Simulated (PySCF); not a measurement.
H6Si2Te. Atoms are numbered in the order given.

```xyz
9

Te     0.0000     0.0000     0.7175
Si    -1.8136     0.0000    -1.0390
H     -3.1113     0.0000    -0.3093
H     -1.7125    -1.2127    -1.8993
H     -1.7125     1.2127    -1.8993
Si     1.8136     0.0000    -1.0390
H      1.7125     1.2127    -1.8993
H      1.7125    -1.2127    -1.8993
H      3.1113     0.0000    -0.3093
```
Charge 0, spin multiplicity 1.

Geometry optimised at B3LYP-D3(BJ)/def2-SVP. The def2 effective core potentials stand for the cores of Te; spin–orbit coupling is left out.

Method: B3LYP-D3(BJ)/def2-SVP in PySCF.

Frequencies are harmonic and unscaled.

```json
[
 {"mode": "1", "ν (cm⁻¹)": "66", "IR (km/mol)": "0.1", "Raman (Å⁴/amu)": "0.0", "depolarisation": "–", "moving atoms (share of kinetic energy)": "H 97 %"},
 {"mode": "2", "ν (cm⁻¹)": "67", "IR (km/mol)": "0.0", "Raman (Å⁴/amu)": "0.2", "depolarisation": "0.75", "moving atoms (share of kinetic energy)": "H 98 %"},
 {"mode": "3", "ν (cm⁻¹)": "92", "IR (km/mol)": "0.2", "Raman (Å⁴/amu)": "4.0", "depolarisation": "0.60", "moving atoms (share of kinetic energy)": "Si 69 %, H 18 %, Te 14 %"},
 {"mode": "4", "ν (cm⁻¹)": "327", "IR (km/mol)": "17.2", "Raman (Å⁴/amu)": "9.2", "depolarisation": "0.75", "moving atoms (share of kinetic energy)": "Si 74 %, Te 20 %"},
 {"mode": "5", "ν (cm⁻¹)": "329", "IR (km/mol)": "3.4", "Raman (Å⁴/amu)": "28.0", "depolarisation": "0.09", "moving atoms (share of kinetic energy)": "Si 74 %, Te 18 %"},
 {"mode": "6", "ν (cm⁻¹)": "526", "IR (km/mol)": "6.3", "Raman (Å⁴/amu)": "2.3", "depolarisation": "0.75", "moving atoms (share of kinetic energy)": "H 92 %"},
 {"mode": "7", "ν (cm⁻¹)": "555", "IR (km/mol)": "0.0", "Raman (Å⁴/amu)": "18.0", "depolarisation": "0.75", "moving atoms (share of kinetic energy)": "H 93 %"},
 {"mode": "8", "ν (cm⁻¹)": "562", "IR (km/mol)": "11.5", "Raman (Å⁴/amu)": "13.1", "depolarisation": "0.75", "moving atoms (share of kinetic energy)": "H 92 %"},
 {"mode": "9", "ν (cm⁻¹)": "594", "IR (km/mol)": "1.6", "Raman (Å⁴/amu)": "20.3", "depolarisation": "0.70", "moving atoms (share of kinetic energy)": "H 88 %, Si 11 %"},
 {"mode": "10", "ν (cm⁻¹)": "872", "IR (km/mol)": "591.3", "Raman (Å⁴/amu)": "20.7", "depolarisation": "0.75", "moving atoms (share of kinetic energy)": "H 93 %"},
 {"mode": "11", "ν (cm⁻¹)": "911", "IR (km/mol)": "185.6", "Raman (Å⁴/amu)": "9.6", "depolarisation": "0.39", "moving atoms (share of kinetic energy)": "H 92 %"},
 {"mode": "12", "ν (cm⁻¹)": "933", "IR (km/mol)": "0.1", "Raman (Å⁴/amu)": "51.0", "depolarisation": "0.75", "moving atoms (share of kinetic energy)": "H 97 %"},
 {"mode": "13", "ν (cm⁻¹)": "933", "IR (km/mol)": "86.3", "Raman (Å⁴/amu)": "0.4", "depolarisation": "0.75", "moving atoms (share of kinetic energy)": "H 97 %"},
 {"mode": "14", "ν (cm⁻¹)": "951", "IR (km/mol)": "16.2", "Raman (Å⁴/amu)": "0.1", "depolarisation": "0.75", "moving atoms (share of kinetic energy)": "H 97 %"},
 {"mode": "15", "ν (cm⁻¹)": "960", "IR (km/mol)": "119.8", "Raman (Å⁴/amu)": "37.3", "depolarisation": "0.75", "moving atoms (share of kinetic energy)": "H 97 %"},
 {"mode": "16", "ν (cm⁻¹)": "2214", "IR (km/mol)": "66.7", "Raman (Å⁴/amu)": "8.1", "depolarisation": "0.75", "moving atoms (share of kinetic energy)": "H 99 %"},
 {"mode": "17", "ν (cm⁻¹)": "2218", "IR (km/mol)": "81.0", "Raman (Å⁴/amu)": "484.5", "depolarisation": "0.00", "moving atoms (share of kinetic energy)": "H 99 %"},
 {"mode": "18", "ν (cm⁻¹)": "2225", "IR (km/mol)": "0.0", "Raman (Å⁴/amu)": "17.6", "depolarisation": "0.75", "moving atoms (share of kinetic energy)": "H 96 %"},
 {"mode": "19", "ν (cm⁻¹)": "2228", "IR (km/mol)": "172.7", "Raman (Å⁴/amu)": "170.3", "depolarisation": "0.75", "moving atoms (share of kinetic energy)": "H 96 %"},
 {"mode": "20", "ν (cm⁻¹)": "2239", "IR (km/mol)": "108.6", "Raman (Å⁴/amu)": "64.0", "depolarisation": "0.75", "moving atoms (share of kinetic energy)": "H 96 %"},
 {"mode": "21", "ν (cm⁻¹)": "2240", "IR (km/mol)": "60.9", "Raman (Å⁴/amu)": "235.7", "depolarisation": "0.59", "moving atoms (share of kinetic energy)": "H 96 %"}
]
```
